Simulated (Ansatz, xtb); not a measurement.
Breaking the H–H spacing in H6 chain (multiplicity 1 held). Energies count from the point at 0.900 Å.
Geometry at that point (charge 0, multiplicity 1):
```xyz
6

H      0.00000     0.00000     0.00000
H      0.00000     0.00000     0.90000
H      0.00000     0.00000     1.80000
H      0.00000     0.00000     2.70000
H      0.00000     0.00000     3.60000
H      0.00000     0.00000     4.50000
```

R- and RO- levels are restricted; in cc, def2 and unpolarised 6-31G sets they are followed outwards from rest. U- levels take the lowest unrestricted solution at each point, which mixes spins at long bonds. Levels need not reach the same state.

The values were computed with Ansatz (a program for electronic structure); xtb for the GFN methods.  The GFN methods have no spin term and hold the electronic entropy of 300 K.

### Question
One of these levels gives 915.1 kJ/mol for the energy at R = 3.600 Å. Which?
(A) R-HF/cc-pVDZ
(B) U-MP2/cc-pVDZ
(C) GFN2-xTB

### Answer
B, U-MP2/cc-pVDZ. The others give 1296.0 (GFN2-xTB), 2242.7 (R-HF/cc-pVDZ)

Doubts at one or more of the structures used: a restricted determinant that unrestricted orbitals would lower (R-HF/cc-pVDZ); a spin-contaminated determinant (U-MP2/cc-pVDZ).
